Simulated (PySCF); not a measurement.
Radial density of Yb (ytterbium, neutral)

r2SCAN, [Xe] 4f14 5d2, high-spin 3F determinant (an excited configuration). Computed with PySCF 2.14 in cc-pVTZ-X2C (10s9p7d5f3g1h, 145 functions), with the spin-free X2C one-electron Hamiltonian (Gaussian nucleus).

| r (bohr) | 4πr²ρ (e/bohr) | 4πr²(ρα − ρβ) |
| --- | --- | --- |
| 0.0170 | 91.95 | -0.0008 |
| 0.0287 | 84.40 | -0.0017 |
| 0.0482 | 118.4 | 0.0001 |
| 0.0811 | 112.1 | 0.0143 |
| 0.136 | 104.8 | 0.0101 |
| 0.229 | 86.60 | -0.0622 |
| 0.386 | 60.32 | -0.1238 |
| 0.649 | 43.08 | -0.1401 |
| 1.09 | 14.93 | 0.0897 |
| 1.84 | 4.730 | 0.4933 |
| 3.09 | 0.7041 | 0.4661 |
| 5.20 | 0.2670 | 0.2591 |
| 8.74 | 0.02117 | 0.0211 |
| 14.7 | 1.388e-05 | 0.0000 |

Densities and radii are taken from the X2C orbitals without a picture-change correction, which distorts them close to the nucleus.

⟨L²⟩ = 13.11 against 12 for a pure F term, so this real determinant mixes terms. Spin-orbit coupling, absent here, splits the open shell strongly.

Problem. Where is the radial spin density 4πr²(ρα − ρβ) most negative, and why is it negative at all?

Solution. Around r = 0.649 bohr, down to -0.1401 e/bohr: exchange with the open shell polarises the paired shells in an unrestricted calculation.
